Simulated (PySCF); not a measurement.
## LC-wPBE on Mo²⁺ (molybdenum, charge +2)

Configuration: [Kr] 4d3 5s1, high-spin 5F determinant (an excited configuration). Computed with PySCF 2.14 in ANO-RCC-VTZP (7s6p4d2f1g, 68 functions), with the spin-free X2C one-electron Hamiltonian (Gaussian nucleus).

```
Total energy                        : -4046.84 hartree
One-electron energy                 : -5548.56 hartree
Hartree (Coulomb) energy            : 1625.40 hartree
Exchange-correlation energy         : -123.68 hartree
⟨S²⟩                                : 6.0017
⟨L²⟩                                : 12.011
Sum of ⟨r⟩                          : 26.22 bohr
Sum of ⟨r²⟩                         : 36.89 bohr²
Langevin diamagnetic susceptibility : -29.2 ×10⁻⁶ cm³/mol
Time after the integrals            : about 11 core-seconds
```

```
shell  electrons  mean orbital energy (hartree)  spread (hartree)  rms radius, mean of both spins (bohr)
 1s α          1                     -728.44135                 0                                 0.0404
 1s β          1                     -728.44077                 0                                 0.0404
 2s α          1                     -103.86276                 0                                  0.166
 2s β          1                     -103.84899                 0                                  0.166
 2p α          3                      -92.98786                 0                                  0.148
 2p β          3                      -92.97764                 0                                  0.148
 3s α          1                      -18.58516                 0                                  0.459
 3s β          1                      -18.57734                 0                                  0.459
 3p α          3                      -15.01488                 0                                  0.464
 3p β          3                      -15.00610                 0                                  0.464
 3d α          5                       -9.19859           0.00033                                  0.455
 3d β          5                       -9.18535           0.00942                                  0.455
 4s α          1                       -3.45467                 0                                   1.17
 4s β          1                       -3.37585                 0                                   1.17
 4p α          3                       -2.47752                 0                                   1.30
 4p β          3                       -2.37417                 0                                   1.30
 4d α          3                       -1.10077                 0                                   1.78
 5s α          1                       -0.82885                 0                                   3.24
```

Densities and radii are taken from the X2C orbitals without a picture-change correction, which distorts them close to the nucleus.
